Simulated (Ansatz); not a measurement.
`C[O][Al]([Cl])[Cl]` → `[CH2]` (triplet) + `[OH][Al]([Cl])[Cl]` at 500 K and 1 bar (formal loss of a carbene).

Gas-phase electronic energies from Ansatz, PBE0-D4/def2-TZVP geometries. CCSD(T)/CBS adds triple-zeta CCSD(T) − MP2 to the extrapolated MP2 energy (def2 sets, frozen cores). This one scheme is used for every species. Triplets are unrestricted, without spin–orbit coupling. One conformer a species, not always the lowest.

```json
{"species": "`C[O][Al]([Cl])[Cl]`", "CCSD(T)/CBS energy (Eh)": "-1276.79096", "H − E (kJ/mol)": "163.3", "S (J/(mol·K))": "424.5"}
{"species": "`[CH2]` (triplet)", "CCSD(T)/CBS energy (Eh)": "-39.09499", "H − E (kJ/mol)": "62.7", "S (J/(mol·K))": "213.9"}
{"species": "`[OH][Al]([Cl])[Cl]`", "CCSD(T)/CBS energy (Eh)": "-1237.55309", "H − E (kJ/mol)": "79.1", "S (J/(mol·K))": "367.2"}
```

H − E and S are ideal-gas, rigid-rotor, harmonic terms from PBE0-D4/def2-TZVP, for one conformer and one mirror image of each species, with the whole ground term of open shells counted as degenerate. 1 Eh = 2625.50 kJ/mol, R = 8.31446 J/(mol·K).

Problem. By hand: ΔE, ΔH, ΔS and ΔG.

Solution. ΔE = (-39.09499) + (-1237.55309) − (-1276.79096) = 0.14288 Eh = 375.1 kJ/mol. Δ(H − E) = 62.7 + 79.1 − 163.3 = -21.5, so ΔH = 353.6 kJ/mol. ΔS = 213.9 + 367.2 − 424.5 = 156.6 J/(mol·K). ΔG = 353.6 − 500 × (156.6)/1000 = 275.3 kJ/mol.

Problem. By hand: the equilibrium constant, and the temperature at which ΔG would vanish if ΔH and ΔS stayed fixed.

Solution. log₁₀ K = −ΔG/(RT ln 10) = -28.8. ΔG = 0 at ΔH/ΔS = 2258 K.

The number of gas molecules changes by +1, which sets the sign of ΔS. A doubt of 5 kJ/mol in ΔE shifts log₁₀ K by 0.5 here. Other conformers and mirror images would add mixing entropy, several J/(mol·K) or more a flexible species. A triplet takes part, so the spin changes. These are equilibria of isolated gas molecules and say nothing of rates. Largest T1 diagnostic: 0.011 (customary marks: 0.02 for closed shells, 0.045 for open ones).
